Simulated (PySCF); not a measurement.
Choosing a molecule for a target property.

Species are written as SMILES; each is one conformer at its optimised geometry, gas phase, non-relativistic unless stated. Electronic properties by PySCF.

Dipoles, sizes and rotational constants follow the conformer. The torsions of the flexible species, by atom-mapped SMILES:
- `[CH3:1][CH2:2][SiH2:3][Si:4]([OH:5])[S:6][CH3:7]`: C1–C2–Si3–Si4 58°, C2–Si3–Si4–O5 69°, Si3–Si4–S6–C7 65°, H–O5–Si4–Si3 132°
- `[CH3:1][S+:2][Si@H:3]([NH2:4])[CH:5]1[CH:6]=[CH:7]1`: C1–S2–Si3–N4 -165°, S2–Si3–C5–C6 -145°, H–N4–Si3–S2 -166°, H–N4–Si3–S2 40°
- `[F:1][C:2]([F:3])[C:4]([F:5])([F:6])[F:7]`: F1–C2–C4–F5 -68°
- `[F:1][CH2:2][Si:3]([PH2:4])[C:5]([F:6])([F:7])[F:8]`: F1–C2–Si3–P4 62°, C2–Si3–C5–F6 -179°, H–P4–Si3–C2 -174°, H–P4–Si3–C2 -80°
- `[CH3:1]/[CH:2]=[C:3]1[C:4]=[C:5]/1[NH:6][CH:7]=[O:8]`: C4–C5–N6–C7 169°, C5–N6–C7–O8 0°
- `[Cl:1][C:2]([Cl:3])[CH:4]1[CH2:5][CH2:6][CH2:7]1`: Cl1–C2–C4–C5 56°

Question: Wanted: isotropic g value between 2.0042 and 2.01 (unrestricted B3LYP/pcH-1, mean-field spin–orbit) and smallest rotational constant below 0.96 GHz (GFN2-xTB), at GFN2-xTB geometries. Which candidate meets both?
A. `FC[Si](P)C(F)(F)F` [radical]
B. `F[C](F)C(F)(F)F` [radical]
C. `C[C@]1(C#N)[CH]S1` [radical]
D. `CC[SiH2][Si](O)SC` [radical]
E. `N(C=O)C1C(=C\C)/[C]=1` [radical]
F. `C[S+][Si@H](N)C1C=C1` [radical]
G. `Cl[C](Cl)C1CCC1` [radical]

Answer: D. Computed values:
```
                        species  isotropic g value  smallest rotational constant
N(C=O)C1C(=C\C)/[C]=1 [radical]            2.00283                     1.167 GHz
    FC[Si](P)C(F)(F)F [radical]            2.00356                     0.734 GHz
      F[C](F)C(F)(F)F [radical]            2.00388                     1.918 GHz
    C[C@]1(C#N)[CH]S1 [radical]            2.00453                     2.011 GHz
    CC[SiH2][Si](O)SC [radical]            2.00585                     0.676 GHz
      Cl[C](Cl)C1CCC1 [radical]            2.00789                     0.988 GHz
 C[S+][Si@H](N)C1C=C1 [radical]            2.01576                     0.933 GHz
```
